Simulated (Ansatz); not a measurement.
Born–Oppenheimer molecular dynamics of CH₆AlNO (10 atoms, charge 0, multiplicity 1). It starts at the highest image of a converged band. Of that band: Neighbouring images differ by up to 1.8 eV, so the band resolves the path poorly. The top lies less than 8 meV above the higher end, about what the thresholds resolve: that end is a shoulder or a very shallow well. A vibrational analysis at the climbing image gives no mode beyond 40i cm⁻¹: the surface is too flat there to confirm a saddle point.

These are results of Ansatz, RKS PBE-D4/cc-pVDZ, not measurements.

* ensemble: NVE (velocity Verlet)
* time step: 0.5 fs
* steps asked: 200
* starting velocities drawn for: 300 K
* seed: 11205

First frame:

```xyz
10
Properties=species:S:1:pos:R:3
Al 0.644 -0.827 -0.239
H 2.399 0.364 -0.452
N -0.328 0.524 0.138
C -1.667 0.921 0.465
H 1.780 0.835 -0.273
O 1.827 -2.053 -0.632
H -2.404 0.769 -0.360
H -1.676 2.017 0.683
H -2.090 0.427 1.371
H 1.516 -2.976 -0.701
```

How far do the bonds stretch over the last three quarters of this one trajectory? (Pairs bonded in most of those frames.)


| bond | mean (Å) | spread (Å) | shortest | longest |
| --- | --- | --- | --- | --- |
| Al1–N3 | 1.710 | 0.034 | 1.63 | 1.76 |
| Al1–O6 | 1.750 | 0.023 | 1.71 | 1.78 |
| H2–H5 | 0.790 | 0.016 | 0.77 | 0.82 |
| N3–C4 | 1.434 | 0.040 | 1.37 | 1.51 |
| C4–H7 | 1.117 | 0.009 | 1.10 | 1.13 |
| C4–H8 | 1.121 | 0.028 | 1.08 | 1.17 |
| C4–H9 | 1.118 | 0.022 | 1.08 | 1.15 |
| O6–H10 | 0.977 | 0.007 | 0.96 | 0.99 |

Mean temperature of the second half: 141 K. The conserved energy stayed within 0.14 meV per atom of its start (net change 0.13 meV per atom), so the integration is sound. The temperature averaged 0.47 of the 300 K drawn at the start: a run that starts near a minimum puts about half its kinetic energy into the potential. A run of 0.1 ps of so small a system gives no equilibrium averages. The orbitals stay closed-shell, which can raise the energy where a bond breaks towards radicals; this wasn't checked here.

The run took 4.9 min on 2 threads of Arm Neoverse V1, with other jobs on the host, peak memory 0.13 GiB.
